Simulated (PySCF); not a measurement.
## Electric field gradients and quadrupole coupling constants

C7H7FOSi.
SMILES with atom numbers: `[CH3:1][C:2]#[C:3][C:4]1=[C:5]([F:6])[O:7][CH:8]=[CH:9][SiH2:10]1` (hydrogens: H11, H12, H13 on C1; H14 on C8; H15 on C9; H16, H17 on Si10)

Cartesian coordinates in Å at the GFN2-xTB level; atoms count from 1:
```xyz
17
C7H7FOSi angstrom
C      3.7880   -0.5646   -0.4558
C      2.3830   -0.2692   -0.2962
C      1.2160   -0.0075   -0.1645
C     -0.1620    0.2276   -0.0031
C     -0.6513    1.4687   -0.1035
F      0.1436    2.5307   -0.3553
O     -1.9105    1.9224    0.0059
C     -2.9553    1.0994    0.2515
C     -2.9252   -0.2204    0.4282
Si    -1.3333   -1.1977    0.3586
H      4.3318    0.3357   -0.7406
H      4.1969   -0.9424    0.4815
H      3.9237   -1.3208   -1.2292
H     -3.8632    1.6903    0.2868
H     -3.8693   -0.7060    0.6146
H     -1.3187   -2.1901   -0.7238
H     -1.0013   -1.8442    1.6350
```

Field gradients from the PBE0/pcSseg-1 density (PySCF, non-relativistic), principal values in atomic units, ordered |Vxx| ≤ |Vyy| ≤ |Vzz|:

```json
{"atom": "O7", "Vxx": "-0.6060", "Vyy": "-1.1533", "Vzz": "1.7593"}
```

Task: Find the asymmetry η = (Vxx − Vyy)/Vzz and the couplings χ = eQV/h (234.96 MHz × Q in barn × V in au), with Q(17O) = −0.0256 b.

Result: 
| atom | environment | nucleus | η | χzz (MHz) | χxx (MHz) | χyy (MHz) |
| --- | --- | --- | --- | --- | --- | --- |
| O7 | cyclic ether oxygen | 17O | 0.31 | -10.58 | 3.64 | 6.94 |

The tensor is traceless: Vxx + Vyy + Vzz = 0.

Task: What is Vzz at O7 in SI units (1 au = 9.71736 × 10²¹ V/m²)?

Result: 1.7593 au = 17.096 × 10²¹ V/m².

Were the hydrogens deuterons (Q(2H) = 0.00286 b), χzz would run from 105 kHz (H17 and H16) to 227 kHz (H15).

Isolated species at its GFN2-xTB geometry, gas phase. GFN2-xTB frequencies show an imaginary mode (29i cm⁻¹), so this geometry is no minimum at that level. GFN2-xTB bond lengths can be off by several hundredths of an ångström, more for odd bonds, and the gradients follow them. A larger basis could move these couplings by a tenth or more.
